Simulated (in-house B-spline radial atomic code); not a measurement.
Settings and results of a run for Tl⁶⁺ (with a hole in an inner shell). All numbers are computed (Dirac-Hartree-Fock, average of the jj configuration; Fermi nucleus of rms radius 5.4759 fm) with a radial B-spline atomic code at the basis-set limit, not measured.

In the input, a minus or plus after the letter marks the j = l - 1/2 or j = l + 1/2 subshell.

Command:
```bash
python run_scf.py task.json out
```
Settings (nuclear radius in fm, mass in u):
```
Z                81
configuration    1s2 2s2 2p6 3s2 3p6 3d10 4s2 4p6 4d10 4f-5 4f+8 5s2 5p6 5d8
hamiltonian      dirac
method           hf
spin_polarised   False
nucleus          fermi
rms_radius       5.4759
atomic_mass      204.97443
speed_of_light   137.035999084
```

Output (hartree, bohr):
```
 radial grid: 67 intervals, B-splines of order 8, outer radius 21.6418 bohr

 iter        energy (Eh)    residual
    1      -20253.605268    9.79e-01
    2      -20260.006709    2.59e-01
    3      -20261.407887    7.48e-02
    4      -20261.470144    2.59e-02
    5      -20261.477650    5.56e-03
    6      -20261.478112    2.13e-03
    7      -20261.478174    4.90e-05
    8      -20261.478174    1.65e-05
    9      -20261.478174    1.37e-06
   10      -20261.478174    9.57e-08

 total energy                    -20261.47817
 kinetic                           23451.9934
 electron-nucleus                 -50921.9622
 electron-electron                  7208.4907

 first-order corrections (not in the total)
   Gaunt                            26.5093
   retardation                      -2.8122
   frequency dependence             -0.5297
   self-energy                      19.9651
   Uehling                          -4.1724
   Wichmann-Kroll                    0.1888
   recoil                            0.0325

 orbital      occ     eigenvalue          <r>       <r^2>       <1/r>     <1/r^3>       r_max    small
 1s1/2      2.000     -3167.8563    0.0163196 0.000368942      99.352           -     0.01003  9.52e-02
 2s1/2      2.000      -572.5758    0.0680407  0.00554526     24.5314           -     0.05833  2.19e-02
 2p1/2      2.000      -548.6704    0.0559672  0.00392228     24.4427           -     0.04286  2.20e-02
 2p3/2      4.000      -472.6488    0.0647232  0.00510253     19.6764     22343.6     0.05042  1.94e-02
 3s1/2      2.000      -142.1535     0.176694   0.0358637     9.01302           -       0.164  7.38e-03
 3p1/2      2.000      -131.4231     0.167342   0.0327096     8.91171           -      0.1531  7.31e-03
 3p3/2      4.000      -114.3262     0.183266   0.0390243      7.6718      5272.8      0.1683  6.57e-03
 3d3/2      4.000       -96.8326     0.159572   0.0298951     7.55294     918.906       0.131  6.43e-03
 3d5/2      6.000       -93.2623     0.164486   0.0316417     7.27182     754.926      0.1352  6.23e-03
 4s1/2      2.000       -35.9494     0.390369    0.172004     3.81558           -      0.3689  2.51e-03
 4p1/2      2.000       -31.2608     0.392192    0.174979     3.70485           -      0.3671  2.42e-03
 4p3/2      4.000       -27.0596     0.424315    0.204555     3.29724     1296.06      0.3971  2.16e-03
 4d3/2      4.000       -19.3719     0.430187    0.213644     3.09342     204.877      0.3892  1.96e-03
 4d5/2      6.000       -18.6681     0.440587     0.22389     2.99993      165.42      0.3986  1.89e-03
 4f5/2      5.000        -8.7853     0.453962    0.245465     2.66342     36.1482      0.3544  1.53e-03
 4f7/2      8.000        -8.6390      0.45945    0.251271     2.62841     34.3895      0.3587  1.50e-03
 5s1/2      2.000        -8.8368     0.869729    0.845519     1.57387           -       0.805  6.58e-04
 5p1/2      2.000        -7.1416     0.922769     0.95614     1.46596           -      0.8425  5.86e-04
 5p3/2      4.000        -6.3180     0.998234     1.11773     1.32623     237.937      0.9108  5.12e-04
 5d3/2      3.200        -3.8624      1.18178     1.58595     1.10076     28.5642       1.036  3.69e-04
 5d5/2      4.800        -3.7589      1.21203     1.66708     1.06846     22.6966       1.063  3.52e-04
```

Time taken, with all properties: 1.3 s on 1 thread of Arm Neoverse V2 (shared host).

For the Dirac Hamiltonian the kinetic term is c α·p + (β - 1)c².
